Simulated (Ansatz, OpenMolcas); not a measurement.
**Ansatz → OpenMolcas**

Ansatz 0.2.0 runs this on C3H9In (SMILES [CH3][In]([CH3])[CH3]):

run.yaml:
```yaml
crystal:
  periodic: [false, false, false]
  atoms:
    - {symbol: C, position_ang: [-0.506200, 1.897900, -0.902800]}
    - {symbol: In, position_ang: [0.007900, -0.003300, -0.006900]}
    - {symbol: C, position_ang: [1.475300, -0.088600, 1.581000]}
    - {symbol: C, position_ang: [-0.956600, -1.818200, -0.683200]}
    - {symbol: H, position_ang: [0.329400, 2.598000, -0.853700]}
    - {symbol: H, position_ang: [-1.344900, 2.339400, -0.357000]}
    - {symbol: H, position_ang: [-0.811500, 1.777000, -1.943300]}
    - {symbol: H, position_ang: [1.276400, -0.918200, 2.261200]}
    - {symbol: H, position_ang: [1.500700, 0.842500, 2.149300]}
    - {symbol: H, position_ang: [2.467200, -0.242700, 1.146600]}
    - {symbol: H, position_ang: [-1.254700, -1.743900, -1.730100]}
    - {symbol: H, position_ang: [-1.858700, -1.990800, -0.089300]}
    - {symbol: H, position_ang: [-0.304000, -2.683700, -0.557100]}
basis:
  gaussian:
    orbitals: def2-SVP
accuracy: high
output: {orbitals: {seedname: orbitals}}
hamiltonian:
  xc: {name: B3LYP}
```

```bash
$ ansatz run run.yaml --threads 1 --pin off --max-ram 3480MiB --events-out events.jsonl --progress --plain --runs-dir runs
```

The coordinates come from a PBE0-D4/def2-TZVP relaxation.

It gives a total energy of -309.824239 Eh.

Q: Write the same calculation for OpenMolcas 26.06 as an input file of the program's own, asking for the gradient.

A: This input was run:

test.input:
```
&GATEWAY
 BasLib=$CurrDir
 Coord
 13
 angstrom
 C       -0.506200       1.897900      -0.902800
 In       0.007900      -0.003300      -0.006900
 C        1.475300      -0.088600       1.581000
 C       -0.956600      -1.818200      -0.683200
 H        0.329400       2.598000      -0.853700
 H       -1.344900       2.339400      -0.357000
 H       -0.811500       1.777000      -1.943300
 H        1.276400      -0.918200       2.261200
 H        1.500700       0.842500       2.149300
 H        2.467200      -0.242700       1.146600
 H       -1.254700      -1.743900      -1.730100
 H       -1.858700      -1.990800      -0.089300
 H       -0.304000      -2.683700      -0.557100
 Basis=def2-SVP
 Group=NoSym

&SEWARD
 GridInput
 Grid=UltraFine
 End of Grid

&SCF
 KSDFT=B3LYP
 Thresholds=1e-10 1e-07 1e-07 1e-05
 PrOrbitals=1

&ALASKA
```

```bash
$ export MOLCAS_MEM=1860
$ pymolcas test.input > test.log
```

(Basis files named in the input come from the Basis Set Exchange and aren't shown.)

Its energy is -309.824239 Eh, the same as the first but for the last digit, at most.
